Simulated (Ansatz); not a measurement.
`BCC[SiH2]C`, charge 0, multiplicity 1.

(1) Give a relaxed structure at PBE0-D4/def2-TZVP (Ansatz 0.2.0). (Best estimate.)

Results:

(1) The calculation gave: 
```xyz
16

B    -0.301    2.736   -0.458
C    -0.110    1.318    0.141
C     0.616    0.262   -0.696
Si    0.816   -1.398    0.159
C    -0.841   -2.164    0.580
H     0.083    3.020   -1.558
H    -0.853    3.580    0.192
H     0.378    1.451    1.121
H    -1.116    0.973    0.433
H     0.087    0.106   -1.643
H     1.611    0.626   -0.975
H     1.600   -1.201    1.415
H     1.587   -2.328   -0.715
H    -1.436   -2.325   -0.322
H    -0.708   -3.131    1.071
H    -1.413   -1.524    1.255
```
This is one stationary point; other conformers may exist.
